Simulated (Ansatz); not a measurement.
SnHCl2F, singlet: at the end structure of a reaction step.

Input (in.yaml):

```yaml
crystal:
  periodic: [false, false, false]
  atoms:
    - {symbol: Sn, position_ang: [0.456581, 1.288683, -0.533431]}
    - {symbol: Cl, position_ang: [1.166286, -1.508113, 0.267891]}
    - {symbol: Cl, position_ang: [-1.573812, 0.041774, -0.979383]}
    - {symbol: H, position_ang: [-0.089745, -1.488983, -0.074603]}
    - {symbol: F, position_ang: [0.040691, 1.666537, 1.319524]}
basis:
  gaussian: {orbitals: def2-TZVPP}
hamiltonian: {xc: {name: BLYP}, dispersion: d4}
```

Launched with

```bash
ansatz run in.yaml --threads 4 --pin off --events-out ev --progress --plain --max-ram 9574MiB
```

What Ansatz 0.2.0 printed:

```
Functional definition: BLYP
  name "BLYP"
  cite "Becke, Phys. Rev. A 38, 3098 (1988) doi:10.1103/PhysRevA.38.3098"
  cite "Lee, Yang & Parr, Phys. Rev. B 37, 785 (1988) doi:10.1103/PhysRevB.37.785"
  parameter beta = 0.0042
  parameter a = 0.04918
  parameter b = 0.132
  parameter c = 0.2533
  parameter d = 0.349
  exchange = b88_x(beta = beta)
  correlation = lyp_c(a = a, b = b, c = c, d = d)
1191 factors; their error is unknown
mean field evaluation 1: about -33609.3510 eV, gradient 5.1e1 eV
mean field evaluation 2: about -33492.4729 eV, gradient 2.4e2 eV
mean field evaluation 4: about -33612.7332 eV, gradient 2.1e1 eV
mean field evaluation 8: about -33613.6988 eV, gradient 1.5e-1 eV
mean field evaluation 16: about -33613.6791 eV, gradient 2.0e-4 eV
mean field -33613.67912124 eV, -1235.2799235356 hartree, gradient 4.0e-5 eV, S^2 0.000000; 0 other end points of the search recorded, 0 dependent functions left out
reference -33613.67945695 eV, -1235.2799358726 hartree; 33, 33 occupied and 146, 146 virtual orbitals, 1191 factors
Total energy: -33614.01942979 eV, -1235.2924296439 hartree
```

The lines “mean field evaluation” count trial sets of orbitals through the whole run, from several starts and some on an approximate energy, so they need not fall steadily or lie above the final value.

Hardware: 4 CPU threads of a Oxide Virtual Turin-like, shared host. Wall time about 1.8 s.
